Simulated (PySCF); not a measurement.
## BPb, PBE: how much the basis matters

PySCF, UKS reference; quartet, unpaired electrons σ ↑, π ↑↑; De to B + Pb without counterpoise correction.

| basis | relativity | functions | Re (Å) | ωe (cm⁻¹) | De (eV) | μ (D) |
| --- | --- | --- | --- | --- | --- | --- |
| cc-pVDZ/cc-pVDZ-PP | scalar-relativistic core potentials | 37 | 2.290 | 482 | 2.80 | 1.94 |
| def2-SVP | scalar-relativistic core potentials | 40 | 2.285 | 490 | 2.86 | 1.96 |
| def2-SVPD | scalar-relativistic core potentials | 52 | 2.283 | 490 | 2.87 | 2.01 |
| aug-cc-pVDZ/aug-cc-pVDZ-PP | scalar-relativistic core potentials | 55 | 2.288 | 482 | 2.80 | 1.98 |
| cc-pVTZ/cc-pVTZ-PP | scalar-relativistic core potentials | 69 | 2.280 | 484 | 2.82 | 1.96 |
| def2-TZVPP | scalar-relativistic core potentials | 81 | 2.273 | 486 | 2.84 | 1.97 |

Question: How does each smaller set differ from the one with most functions, def2-TZVPP?

Answer: cc-pVDZ/cc-pVDZ-PP: +1.7 pm, -0.8 % in ωe, -0.04 eV in De; def2-SVP: +1.2 pm, +0.8 % in ωe, +0.02 eV in De; def2-SVPD: +1.0 pm, +0.8 % in ωe, +0.03 eV in De; aug-cc-pVDZ/aug-cc-pVDZ-PP: +1.5 pm, -0.8 % in ωe, -0.04 eV in De; cc-pVTZ/cc-pVTZ-PP: +0.7 pm, -0.4 % in ωe, -0.02 eV in De. All at PBE; the set with most functions is neither the basis-set limit nor always the best.

A positive dipole means B(−)Pb(+). Spin–orbit coupling is left out, which matters for elements this heavy, above all for dissociation energies. The state is the lowest determinant that a PBE0 search found; another state may lie lower at other levels.
